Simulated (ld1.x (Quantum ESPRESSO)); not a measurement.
# P (Z = 15) TM: all-electron and pseudo phase curves

ld1.x (Quantum ESPRESSO) 7.5 input, shortened:

```
&input
   title='P', zed=15., rel=2, dft='PBESOL', iswitch=3,
   config='[Ne] 3s2 3p2', rel_dist='average'
 /
 &inputp
   pseudotype=2, tm=.true., lloc=1,
   nlcc=.true., new_core_ps=.true., rcore=1.05
 /
2
3S  1  0   2.00   0.00  1.45  1.45  0.0
3P  2  1   2.00   0.00  1.60  1.60  0.0
 &test
   configts(1)='3s2 3p2'
 /
```

Open shells are filled in proportion to 2j + 1 (rel_dist='average').

The phase is arctan(r·u′/u) with u = r·R(r), unwrapped; energies in Ry, scanned from -4 to 5 Ry. A pole is an energy at which the radial function vanishes at the test radius. The pseudo phase is shifted by a multiple of π to meet the all-electron one at the reference energy, and phase errors are pseudo minus all-electron; the curves can meet again beyond the range given. Levels narrower than the energy grid can be missing from the lists of poles.

Task: For each channel, where are the poles, and over which energies does the pseudopotential scatter like the atom?

Result:

| channel | radius (bohr) | reference energy (Ry) | poles, all-electron | poles, pseudo | unbroken range about the reference energy with phases within 0.05 rad | phase error 1 Ry above the reference energy (rad) |
| --- | --- | --- | --- | --- | --- | --- |
| s | 1.75 | -1.71 | 2.10 | 1.95 | below 5.0 | -0.002 |
| p1/2 | 1.75 | -1.05 | 3.12 | 2.91 | the whole range | +0.002 |
| p3/2 | 1.75 | -1.04 | 3.15 | 2.91 | the whole range | -0.008 |

Phases in the p1/2 channel:

```tsv
E (Ry)	all-electron	pseudo
-4.00	1.177	1.174
-3.52	1.130	1.127
-3.04	1.064	1.062
-2.56	0.968	0.966
-2.08	0.815	0.816
-1.60	0.554	0.559
-1.12	0.107	0.117
-0.64	-0.463	-0.454
-0.16	-0.892	-0.889
0.32	-1.141	-1.143
0.80	-1.289	-1.294
1.28	-1.384	-1.391
1.76	-1.451	-1.460
2.24	-1.502	-1.513
2.72	-1.542	-1.555
3.20	-1.576	-1.592
3.68	-1.606	-1.625
4.16	-1.634	-1.657
4.64	-1.661	-1.690
```
